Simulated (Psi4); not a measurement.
C2HF3O2, charge +1, doublet, at the geometry of the source list (a state made from the parent by changing its charge; the spin is typed, not shown lowest). Base run: HF/3-21G (Psi4).

Psi4 was given this input:
```
memory 2 GB

molecule mol {
1 2
  O     1.241000   -0.787300    0.342000
  C     0.605400    0.297000   -0.049000
  O     1.087200    1.344500   -0.345400
  C    -0.930400    0.018900   -0.075100
  F    -1.374400   -0.334200    1.135200
  F    -1.611400    1.092800   -0.461800
  F    -1.222700   -0.977000   -0.917300
  H     2.205300   -0.654600    0.371500
}

set basis 3-21g
set reference uhf
set stability_analysis check
set scf_type pk

energy('scf')
print_variables()
```

The bond that is stretched is that between atoms 6 and 4. A test that says stable can miss a lower solution.

The base run was repeated with changes; each row names its change, and settings that it needs were set with it.

| change | ΔE vs base (mEh) | <S^2> | outcome |
|---|---|---|---|
| base | 0.000 | 0.770 | converged |
| stability_analysis = follow; reference = uhf | 0.000 | 0.770 | converged |
| bond × 1.25 | 61.158 | 0.771 | converged |
| stability_analysis = follow; reference = uhf; bond × 1.25 | 61.158 | 0.771 | converged |
| bond × 1.5 | 153.0 | 0.771 | converged |
| stability_analysis = follow; reference = uhf; bond × 1.5 | 104.6 | 1.510 | converged |
| bond × 1.8 | 248.9 | 0.771 | converged |
| stability_analysis = follow; reference = uhf; bond × 1.8 | 114.3 | 1.717 | converged |
| bond × 2.2 | 340.1 | 0.771 | converged |
| stability_analysis = follow; reference = uhf; bond × 2.2 | - | - | not converged |
| bond × 3.0 | 120.0 | 1.761 | converged |
| stability_analysis = follow; reference = uhf; bond × 3.0 | 120.0 | 1.761 | converged |

Psi4 reported an instability in these rows: bond × 1.5; stability_analysis = follow; reference = uhf; bond × 1.5; bond × 1.8; stability_analysis = follow; reference = uhf; bond × 1.8; bond × 2.2; stability_analysis = follow; reference = uhf; bond × 2.2 (restricted rows aren't judged here).

On stretching, the SCF can end on different states; <S^2> shows the spin contamination of each.
